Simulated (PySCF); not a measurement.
Species: C7H15 (doublet state).
Z-matrix (Å and degrees, PBE0-D3(BJ)/def2-SVP geometry), rows numbered from 1:
```
C 
C   1  1.4990
C   2  1.5396  1  107.75
C   2  1.5315  1  109.80  3  -118.52
C   2  1.5645  1  108.62  3   118.73
C   5  1.5258  2  114.19  1  -174.07
C   5  1.5260  2  112.53  1    59.52
H   1  1.0926  2  122.07  3   117.88
H   1  1.0943  2  119.75  3   -61.30
H   3  1.1008  2  111.74  1  -175.37
H   3  1.1006  2  110.37  1   -55.66
H   3  1.1017  2  111.07  1    63.86
H   4  1.1001  2  111.76  1   -60.17
H   4  1.1004  2  111.63  1   178.66
H   4  1.1011  2  110.18  1    59.35
H   5  1.1063  2  105.08  1   -56.78
H   6  1.1019  5  111.52  2   -64.43
H   6  1.0991  5  112.71  2    57.19
H   6  1.1012  5  110.09  2   176.87
H   7  1.1017  5  111.56  2    69.20
H   7  1.1010  5  110.61  2  -171.67
H   7  1.1007  5  111.56  2   -51.51
```

The hyperfine couplings belong to this conformer and change with its torsions.

Identity: `[CH2]C(C)(C)C(C)C` [radical].

Method used: UKS B3LYP, IGLO-III on C, pcH-1 on H, non-relativistic, mean-field spin-orbit, GIAO in PySCF 2.14.0. One conformer (not necessarily the lowest) at the PBE0-D3(BJ)/def2-SVP geometry, without solvent, vibrations or thermal averaging. Stability of the SCF solution: not tested.

(1) Break the g tensor into its mass correction, gauge correction and orbital-Zeeman/spin–orbit terms.

(2) What effective moment and Curie constant follow for a powder?

(3) Average each term over the three axes. Which is largest in size?

(4) In a frozen sample, at which fields do the three g values resonate at 9.5, 34, 94 and 263 GHz (hyperfine left aside), and which band first spreads them over more than twice a line width of 0.3 mT?

## Answers

(1) 
```json
{"Δg (ppm)": "relativistic mass correction", "1": "-143", "2": "-143", "3": "-143"}
{"Δg (ppm)": "gauge correction", "1": "13", "2": "47", "3": "31"}
{"Δg (ppm)": "orbital Zeeman/spin–orbit", "1": "-30", "2": "475", "3": "599"}
{"Δg (ppm)": "total", "1": "-160", "2": "379", "3": "487"}
```

So g = 2.00216, 2.00270, 2.00281 and g_iso = 2.00255; the tensor is rhombic: the two nearest values differ by 17 % of g3 − g1. Axes: g2 points within 11° of the C1–C2 bond.

(2) With the mean of g² = 4.0102 and S(S+1) = 0.75: μ_eff = √(⟨g²⟩S(S+1)) = 1.734 μB and χT = 0.12505·⟨g²⟩·S(S+1) = 0.376 cm³ K/mol (cgs; spin-Hamiltonian part alone).

(3) The orbital-Zeeman/spin–orbit term 348, the mass correction -143 and the gauge correction 30 ppm, for a total of 235 ppm. The orbital-Zeeman/spin–orbit term is the largest in size. The mass correction is the same along every axis, so the anisotropy comes from the other two: their spans along these axes are 34 (gauge) and 629 ppm (orbital Zeeman/spin–orbit).

(4) 
| band | GHz | B(g3) mT | B(g2) mT | B(g1) mT | spread mT |
| --- | --- | --- | --- | --- | --- |
| X | 9.5 | 338.90 | 338.92 | 339.01 | 0.11 |
| Q | 34.0 | 1212.91 | 1212.98 | 1213.30 | 0.39 |
| W | 94.0 | 3353.34 | 3353.52 | 3354.42 | 1.08 |
| J | 263.0 | 9382.21 | 9382.72 | 9385.24 | 3.03 |

The spread grows in proportion to the frequency. W band is the first where it exceeds 0.6 mT.

The Mulliken spin populations are largest on C1 (+1.11) and C2 (-0.08). C1 is the only atom above +0.15. The angles at C1 add up to 360.0°, so it is planar; its axial dipolar tensor and the negative couplings of its protons fit spin in a p orbital normal to that plane.

The HOMO–LUMO gaps are 6.29 eV among the α and 6.79 eV among the β orbitals.
